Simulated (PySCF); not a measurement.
## W⁻ (tungsten, charge -1) across methods

[Xe] 4f14 5d5 6s2, high-spin 6S determinant. All numbers are calculated (PySCF 2.14, a scalar-relativistic core potential, in aug-cc-pwCVTZ-PP with ECP60MDF).

```json
{"method": "CAM-B3LYP", "E (hartree)": "-67.2751", "mean ε 6s α (eV)": "-1.725", "mean ε 5d α (eV)": "-0.678", "mean ε 6s β (eV)": "-0.320", "Σ⟨r²⟩ (bohr²)": "84.79", "⟨S²⟩": "8.798"}
{"method": "r2SCAN", "E (hartree)": "-67.3730", "mean ε 6s α (eV)": "-0.994", "mean ε 5d α (eV)": "0.866", "mean ε 6s β (eV)": "0.931", "Σ⟨r²⟩ (bohr²)": "90.12", "⟨S²⟩": "8.932"}
{"method": "UHF", "E (hartree)": "-66.71387", "mean ε 6s α (eV)": "-3.612", "mean ε 5d α (eV)": "-4.080", "mean ε 6s β (eV)": "0.229", "Σ⟨r²⟩ (bohr²)": "116.8", "⟨S²⟩": "9.273"}
{"method": "wB97M-V", "E (hartree)": "-67.2428", "mean ε 6s α (eV)": "-2.500", "mean ε 5d α (eV)": "-1.687", "mean ε 6s β (eV)": "-0.905", "Σ⟨r²⟩ (bohr²)": "83.48", "⟨S²⟩": "8.795"}
{"method": "PBEsol", "E (hartree)": "-67.2535", "mean ε 6s α (eV)": "-0.534", "mean ε 5d α (eV)": "1.295", "mean ε 6s β (eV)": "1.053", "Σ⟨r²⟩ (bohr²)": "86.63", "⟨S²⟩": "8.819"}
{"method": "PBE", "E (hartree)": "-67.3707", "mean ε 6s α (eV)": "-0.487", "mean ε 5d α (eV)": "1.294", "mean ε 6s β (eV)": "1.058", "Σ⟨r²⟩ (bohr²)": "87.36", "⟨S²⟩": "8.815"}
{"method": "LDA", "E (hartree)": "-67.2031", "mean ε 6s α (eV)": "-0.608", "mean ε 5d α (eV)": "1.267", "mean ε 6s β (eV)": "0.824", "Σ⟨r²⟩ (bohr²)": "85.64", "⟨S²⟩": "8.801"}
{"method": "PBE0", "E (hartree)": "-67.3254", "mean ε 6s α (eV)": "-1.089", "mean ε 5d α (eV)": "0.207", "mean ε 6s β (eV)": "0.663", "Σ⟨r²⟩ (bohr²)": "87.11", "⟨S²⟩": "8.839"}
```

Energies and moments cover only the electrons outside the core potential. Spin-orbit coupling, which splits the p, d and f shells strongly at this Z, is absent.

The highest occupied level is positive at r2SCAN, UHF, PBEsol, PBE, LDA, PBE0: only the finite basis holds that electron, at UHF too, so the state is unbound at these levels.
